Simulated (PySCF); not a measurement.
Compound: C5H12BN.
SMILES with atom numbers: `[CH2:1]=[CH:2][CH2:3][BH:4][N:5]([CH3:6])[CH3:7]`

A calculation gives these core lines: B 1s: 194.76 eV; C 1s: 289.67 (area 1), 289.82 (area 1), 290.28 (area 1), 291.55 (area 2) eV; N 1s: 404.88 eV.

Method used: PySCF 2.14.0, delta-SCF UKS SCAN, pcX-2 on the ionised atom, pcseg-1 elsewhere, spin-free X2C. The structure is a single PBE0-D3(BJ)/def2-SVP conformer in the gas phase; no vibrational or solvent corrections.

(1) Assign the C 1s lines to atoms.

Results:

(1) 289.67 eV: C1 (terminal =CH2 carbon); 289.82 eV: C3 (sp3 carbon bound to boron); 290.28 eV: C2 (alkene CH carbon); 291.55 eV: C6/C7 (N-methyl carbon). Lowest listed C 1s: C1, bonded to C (double bond) and 2 H. Highest, 1.88 eV above it: C6/C7, bonded to N and 3 H. Summing the Pauling electronegativity differences to the bonded atoms, each weighted by its formal bond order, gives -0.70 for the lowest site and -0.56 for the highest; the largest sum, -0.35, belongs to C2, 1.27 eV below the top. The smallest sum, -1.21, belongs to C3, 0.15 eV above the lowest.

Bonded neighbours of each site: C1: C (double bond) and 2 H; C2: C (double bond), C and H; C3: C, 2 H and B; B4: N, C and H; N5: 2 C and B; C6/C7: N and 3 H.

Q: Express the binding energy of C 1s of C1 in atomic units and per mole.

A: 289.67 eV = 10.6452 Eh = 27949 kJ/mol.

One atom of each set of topologically equivalent atoms was ionised and stands for the set; in this conformer not all members are related by symmetry, and their own values weren't computed. Spin contamination (⟨S²⟩ against 0.75 for a pure doublet) is marked for C 1s of C2 (0.85) and B 1s of B4 (0.90), which makes these values less certain.

The run took 77 s wall on an Arm Neoverse V2 with one thread, shared host with 96 logical CPUs at a one-minute load of 60, and the process peaked at 0.78 GiB of memory.

Conformer computed: `[CH2:1]=[CH:2][CH2:3][BH:4][N:5]([CH3:6])[CH3:7]`: C1–C2–C3–B4 -116°, C2–C3–B4–N5 87°, C3–B4–N5–C6 -178°.
